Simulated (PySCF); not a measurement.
A side-by-side comparison of computed properties.

First species: C₄H₁₀FNSi.
SMILES with atom numbers: `[CH3:1][C@@:2]1([F:3])[CH2:4][CH2:5][NH:6][SiH2:7]1` (hydrogens: H8, H9, H10 on C1; H11, H12 on C4; H13, H14 on C5; H15 on N6; H16, H17 on Si7)

Second species: C₃H₁₂Si₃.
SMILES: `C1[SiH2]C[SiH2]C[SiH2]1`

Levels: wB97X-D/def2-SVPD for HOMO energy, LUMO energy, HOMO–LUMO gap and static isotropic polarisability; TDDFT wB97X-D/def2-SVPD for lowest singlet excitation; TDA wB97X-D/def2-SVPD for lowest triplet excitation (Tamm–Dancoff). Geometries: GFN2-xTB. Each species is one conformer at its optimised geometry, gas phase, non-relativistic unless stated; the electronic structure was computed with PySCF and density fitting.

Problem. Which of the two has the higher T1 energy, and by how much?

Solution. The second: 7.51 eV against 5.77 eV, a difference of 1.74 eV.

Problem. Which has the higher static isotropic polarisability?

Solution. The second: 110.1 au against 78.7 au, a difference of 31.4 au.

Problem. Which of the two has the higher HOMO–LUMO gap, and by how much?

Solution. The second: 11.90 eV against 10.65 eV, a difference of 1.25 eV.

Problem. Which of the two has the higher LUMO energy, and by how much?

Solution. The first: 1.99 eV against 1.92 eV, a difference of 0.07 eV.

Problem. Which has the higher S1 energy?

Solution. The second: 7.82 eV against 6.01 eV, a difference of 1.81 eV.

Problem. Which has the higher HOMO energy?

Solution. The first: -8.66 eV against -9.98 eV, a difference of 1.32 eV.

On the first: The principal polarisabilities are 70.1, 82.5 and 83.4 au; their mean is the isotropic value. The vertical singlet–triplet gap S1 − T1 is 0.24 eV (TDDFT singlet less Tamm–Dancoff triplet; S1: HOMO→LUMO, weight 0.95; T1: HOMO→LUMO, weight 0.91).

On the second: The vertical singlet–triplet gap S1 − T1 is 0.31 eV (TDDFT singlet less Tamm–Dancoff triplet). The 8 singlets span 7.82 to 8.51 eV, and their oscillator strengths add up to 0.15.
